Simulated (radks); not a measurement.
Rh+, 44 electrons, occupied as [Kr] 4d7.5 5p0.5 (fractional occupations, a model configuration).

Calculated with a radial shooting solver on a logarithmic mesh with Libxc functionals: scalar-relativistic Kohn-Sham, r2SCAN, spin-polarised, spherical densities, finite nucleus; open shells are filled with parallel spins first (spin-orbit coupling, left out, can overturn this in heavy ions); meta-GGA in the generalised Kohn-Sham scheme; Fermi nuclear charge, rms radius 4.4945 fm.

Energy parts (Ry):
total: -9568.64256
kinetic: 9909.97417
electron-nucleus: -23063.58344
Hartree: 3862.46552
exchange-correlation: -277.49881

Orbitals (lengths in bohr, moments of r in powers of bohr; r(max) is where P^2 peaks; r(90%) holds 90 % of the orbital's charge):
| orbital | occ. | eigenvalue (Ry) | r(90%) | <r^4> | r(max) |
|---|---|---|---|---|---|
| 1s up | 1 | -1697.521 | 0.0585 | 5.377e-06 | 0.02118 |
| 1s down | 1 | -1697.521 | 0.0585 | 5.377e-06 | 0.02118 |
| 2s up | 1 | -247.7427 | 0.219 | 0.0009695 | 0.1197 |
| 2s down | 1 | -247.7014 | 0.219 | 0.0009693 | 0.1197 |
| 2p up | 3 | -221.9004 | 0.201 | 0.0006961 | 0.09579 |
| 2p down | 3 | -221.8698 | 0.201 | 0.0006958 | 0.09578 |
| 3s up | 1 | -45.30958 | 0.574 | 0.04651 | 0.3509 |
| 3s down | 1 | -45.29891 | 0.574 | 0.04649 | 0.3509 |
| 3p up | 3 | -36.74297 | 0.587 | 0.05049 | 0.3443 |
| 3p down | 3 | -36.72778 | 0.587 | 0.05043 | 0.3444 |
| 3d up | 5 | -23.08646 | 0.588 | 0.05107 | 0.2920 |
| 3d down | 5 | -23.05468 | 0.587 | 0.05094 | 0.2922 |
| 4s up | 1 | -7.06680 | 1.43 | 1.816 | 0.8847 |
| 4s down | 1 | -6.90421 | 1.43 | 1.799 | 0.8819 |
| 4p up | 3 | -4.65223 | 1.60 | 2.852 | 0.9468 |
| 4p down | 3 | -4.47912 | 1.60 | 2.835 | 0.9438 |
| 4d up | 5 | -1.24248 | 2.37 | 14.28 | 1.137 |
| 4d down | 2.5 | -1.06786 | 2.42 | 15.84 | 1.137 |
| 5p up | 0.5 | -0.52103 | 5.59 | 409.2 | 3.145 |
| 5p down | 0 | -0.43471 | 5.79 | 477.0 | 3.228 |

The highest occupied level is 5p up at -7.089 eV. The density falls to 0.001 e/bohr^3 at r = 4.03 bohr. The spin density at the nucleus is -2.328 e/bohr^3 (1s -0.024, 2s -1.145, 3s 1.035, 4s -2.193). Summed over all electrons, <r^2> = 41.71 bohr^2, which gives a Langevin (diamagnetic) susceptibility term of -33 x 10^-6 cm^3/mol.
